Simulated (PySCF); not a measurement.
## Distorted geometries of [Sm(NH3)]2+

[Sm(NH3)]2+ (singlet in the valence; each metal's 4f electrons, 6 of them, lie in its core potential, out of spins and levels). PySCF 2.14.0, RKS BP86, Sm lcecp-0-SVP with ECP52, N def2-SVP, H def2-SVP; non-relativistic Hamiltonian with scalar-relativistic core potentials where named; density fitting; no spin-orbit coupling. Relaxed geometry:

```xyz
5

Sm    0.0000    0.0000   -0.2219
N     0.0000    0.0000    2.3863
H     0.9405    0.0000    2.8315
H    -0.4703    0.8144    2.8315
H    -0.4702   -0.8145    2.8315
```

Task: Order these distorted geometries by energy above the relaxed one, lowest first.
A.
```xyz
5

Sm    0.0151    0.0105   -0.2689
N     0.0061   -0.0053    2.4108
H     0.9400   -0.0095    2.8246
H    -0.4937    0.8096    2.8378
H    -0.4675   -0.8053    2.8547
```
B.
```xyz
5

Sm    0.0176    0.0327   -0.2135
N     0.0195   -0.0500    2.3919
H     0.9434    0.0255    2.8512
H    -0.5282    0.8174    2.8371
H    -0.4523   -0.8256    2.7924
```
C.
```xyz
5

Sm    0.0727   -0.0777   -0.3090
N     0.0104    0.1051    2.4224
H     0.9008    0.0138    2.9308
H    -0.5461    0.7876    2.8345
H    -0.4377   -0.8287    2.7803
```

Result: A (0.03 eV), B (0.16 eV), C (0.26 eV).

Task: Which forces (eV/Å) act in the one that lies 0.03 eV up?

Result: 
```
Sm  -0.01 -0.02  0.28
N   -0.79  0.42 -0.73
H    0.59  0.11  0.40
H    0.33 -0.15 -0.07
H   -0.11 -0.37  0.11
```
Forces carry noise of the integration grid, about 0.01 to 0.03 eV/Å.

An lcecp potential fixes the number of 4f electrons, so in runs with it no electron can move into or out of that shell.
